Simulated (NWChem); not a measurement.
System: C₄H₉O, doublet; SMILES C[CH]OCC

NWChem printed, in part:

```
             Northwest Computational Chemistry Package (NWChem) 7.3.0
             --------------------------------------------------------

                             Geometry "geometry" -> ""
                             -------------------------

 Output coordinates in angstroms (scale by  1.889725989 to convert to a.u.)

  No.       Tag          Charge          X              Y              Z
 ---- ---------------- ---------- -------------- -------------- --------------
    1 C                    6.0000    -0.33992900     2.43521100     0.01150600
    2 C                    6.0000     0.47249700     1.19482200    -0.07200500
    3 O                    8.0000    -0.23710400     0.03040100    -0.00934800
    4 C                    6.0000     0.53573000    -1.16485000    -0.03112500
    5 C                    6.0000    -0.40020100    -2.35417600     0.06819600
    6 H                    1.0000    -1.18030100     2.40861000    -0.71494000
    7 H                    1.0000    -0.79953700     2.59386500     1.02025300
    8 H                    1.0000     0.28358300     3.32350700    -0.21063400
    9 H                    1.0000     1.51055400     1.15887900     0.31401000
   10 H                    1.0000     1.26191400    -1.15701100     0.81850800
   11 H                    1.0000     1.13698900    -1.20432400    -0.97036400
   12 H                    1.0000     0.17520500    -3.30088800     0.05665300
   13 H                    1.0000    -1.10982100    -2.36622000    -0.78278300
   14 H                    1.0000    -0.98892100    -2.31364300     1.00621400

 Effective nuclear repulsion energy (a.u.)     179.5139717098

  xc_inp: hfexch multiplicative factor not found.

                                 NWChem DFT Module
                                 -----------------

 Summary of "ao basis" -> "ao basis" (spherical)
 ------------------------------------------------------------------------------
       Tag                 Description            Shells   Functions and Types
 ---------------- ------------------------------  ------  ---------------------
 C                           6-31g*                  6       14   3s2p1d
 O                           6-31g*                  6       14   3s2p1d
 H                           6-31g*                  2        2   2s

            General Information
            -------------------
          SCF calculation type: DFT
          Wavefunction type:  spin polarized.
          No. of atoms     :    14
          No. of electrons :    41
           Alpha electrons :    21
            Beta electrons :    20
          Charge           :     0
          Spin multiplicity:     2
          Use of symmetry is: off; symmetry adaption is: off
          Maximum number of iterations: 150
          AO basis - number of functions:    88
                     number of shells:    48
          Convergence on energy requested:  1.00D-06
          Convergence on density requested:  1.00D-05
          Convergence on gradient requested:  5.00D-04

              XC Information
              --------------
                     Hartree-Fock (Exact) Exchange  1.000

      Superposition of Atomic Density Guess
      -------------------------------------

 Sum of atomic energies:        -229.87946168

      Non-variational initial energy
      ------------------------------

 Total energy =    -232.772838
 1-e energy   =    -665.655516
 2-e energy   =     253.368706
 HOMO         =      -0.070384
 LUMO         =       0.156963

     ---------------------------------------------
      Total Density - Mulliken Population Analysis
     ---------------------------------------------

    Atom       Charge   Shell Charges
 -----------   ------   -------------------------------------------------------
    1 C    6     6.71   2.00  0.72  2.03  0.68  1.25  0.03
    2 C    6     5.89   2.00  0.71  1.70  0.56  0.87  0.05
    3 O    8     8.61   2.00  0.92  2.97  0.91  1.78  0.03
    4 C    6     5.98   2.00  0.69  1.76  0.58  0.88  0.06
    5 C    6     6.69   2.00  0.72  2.04  0.68  1.23  0.03
    6 H    1     0.78   0.46  0.31
    7 H    1     0.78   0.46  0.33
    8 H    1     0.77   0.46  0.31
    9 H    1     0.82   0.47  0.36
   10 H    1     0.83   0.48  0.35
   11 H    1     0.83   0.48  0.35
   12 H    1     0.77   0.46  0.31
   13 H    1     0.78   0.46  0.31
   14 H    1     0.78   0.46  0.31

     --------------------------------------------
      Spin Density - Mulliken Population Analysis
     --------------------------------------------

    Atom       Charge   Shell Charges
 -----------   ------   -------------------------------------------------------
    1 C    6     0.02   0.00  0.00  0.01 -0.00  0.00  0.01
    2 C    6     0.75   0.00  0.01  0.38  0.02  0.34  0.00
    3 O    8     0.10   0.00  0.00  0.08  0.00  0.02  0.00
    4 C    6     0.00   0.00  0.00  0.00 -0.00 -0.00  0.00
    5 C    6     0.00   0.00  0.00  0.00  0.00  0.00  0.00
    6 H    1     0.02   0.01  0.01
    7 H    1     0.07   0.03  0.04
    8 H    1     0.00   0.00  0.00
    9 H    1     0.02   0.01  0.01
   10 H    1     0.01   0.00  0.01
   11 H    1     0.01   0.00  0.01
   12 H    1     0.00   0.00  0.00
   13 H    1     0.00   0.00 -0.00
   14 H    1     0.00   0.00  0.00

   convergence    iter        energy       DeltaE   RMS-Dens  Diis-err
 ---------------- ----- ----------------- --------- --------- ---------
 d= 0,ls=0.0,diis     1   -231.4395046494 -4.11D+02  2.98D-03  1.04D-01
                                                     2.46D-03  1.05D-01
 d= 0,ls=0.0,diis     2   -231.5033679944 -6.39D-02  1.18D-03  1.30D-02
                                                     9.84D-04  1.53D-02
 d= 0,ls=0.0,diis     3   -231.5112306443 -7.86D-03  5.77D-04  3.40D-03
                                                     4.24D-04  3.20D-03
 d= 0,ls=0.0,diis     4   -231.5132573693 -2.03D-03  2.39D-04  1.83D-04
                                                     1.62D-04  2.27D-04
 d= 0,ls=0.0,diis     5   -231.5135284843 -2.71D-04  1.59D-04  5.44D-05
                                                     1.45D-04  7.18D-05
  Resetting Diis
 d= 0,ls=0.0,diis     6   -231.5136392360 -1.11D-04  5.75D-05  8.26D-06
                                                     6.69D-05  1.08D-05
 d= 0,ls=0.0,diis     7   -231.5136571214 -1.79D-05  1.48D-05  1.69D-06
                                                     1.28D-05  1.42D-06
 d= 0,ls=0.0,diis     8   -231.5136589091 -1.79D-06  1.34D-05  5.61D-07
                                                     1.30D-05  6.85D-07
 d= 0,ls=0.0,diis     9   -231.5136599335 -1.02D-06  1.17D-05  2.54D-07
                                                     9.56D-06  1.42D-07
 d= 0,ls=0.0,diis    10   -231.5136602900 -3.57D-07  3.01D-06  1.22D-08
                                                     2.23D-06  1.76D-08

         Total DFT energy =     -231.513660289997
      One electron energy =     -669.549711624568
           Coulomb energy =      290.685526782645
    Exchange-Corr. energy =      -32.163447157853
 Nuclear repulsion energy =      179.513971709779

 Numeric. integr. density =        0.000000000000

                    DFT Final Alpha Molecular Orbital Analysis
                    ------------------------------------------

[...]

                     NWChem Electrostatic Potential Fit Module
                     -----------------------------------------

 Atom parameters

 Number of atoms is                                   14
 Number of basis functions is                         88

 Grid parameters

 Maximum number of grid points is                  50313
 Number of grid points is                          50312
 Grid range                                     0.300000 nm
 Grid spacing                                   0.020000 nm
 Probe radius                                   0.070000 nm
 Atom radius factor                             1.000000

 Atomic radii

    1    0.100000
    6    0.147000
    8    0.136000
 FASTESP  F
  using M.O. file = ./job.movecs

    Atom              Coordinates                           Charge

                                                  ESP

    1 C    -0.033993    0.243521    0.001151   -0.010012
    2 C     0.047250    0.119482   -0.007201    0.013394
    3 O    -0.023710    0.003040   -0.000935   -0.403358
    4 C     0.053573   -0.116485   -0.003113    0.470460
    5 C    -0.040020   -0.235418    0.006820   -0.231252
    6 H    -0.118030    0.240861   -0.071494    0.027646
    7 H    -0.079954    0.259387    0.102025    0.028101
    8 H     0.028358    0.332351   -0.021063    0.002021
    9 H     0.151055    0.115888    0.031401    0.058180
   10 H     0.126191   -0.115701    0.081851   -0.043551
   11 H     0.113699   -0.120432   -0.097036   -0.069140
   12 H     0.017521   -0.330089    0.005665    0.041106
   13 H    -0.110982   -0.236622   -0.078278    0.060974
   14 H    -0.098892   -0.231364    0.100621    0.055433
                                            ------------
                                                0.000000

 Dipole moment                                  0.477684

 Quadrupole moment Qxx                         -0.656854
                   Qyy                          2.962236
                   Qzz                         -2.305382

 RMS deviation kJ/mol                           0.055821

 RRMS %                                        44.787497
```

Level: UHF/6-31G* (spherical d). Coordinates come from a PBE-D3(BJ)/def2-SVP, spin-unrestricted optimisation. No stability test was run on the SCF state.

Question: Write an input that gives this output.

Answer: Several could match; the one computed here: the input that was run:
```
start job
memory heap 200 mb stack 900 mb global 1100 mb
geometry units angstroms noautosym nocenter noautoz
  C     -0.339929     2.435211     0.011506
  C      0.472497     1.194822    -0.072005
  O     -0.237104     0.030401    -0.009348
  C      0.535730    -1.164850    -0.031125
  C     -0.400201    -2.354176     0.068196
  H     -1.180301     2.408610    -0.714940
  H     -0.799537     2.593865     1.020253
  H      0.283583     3.323507    -0.210634
  H      1.510554     1.158879     0.314010
  H      1.261914    -1.157011     0.818508
  H      1.136989    -1.204324    -0.970364
  H      0.175205    -3.300888     0.056653
  H     -1.109821    -2.366220    -0.782783
  H     -0.988921    -2.313643     1.006214
end
basis spherical
  * library 6-31g*
end
dft
  odft
  mult 2
  xc hfexch
  iterations 150
  mulliken
end
task dft energy
esp
  recalculate
  probe 0.07
  range 0.3
  factor 1.0
  spacing 0.02
end
task esp
```
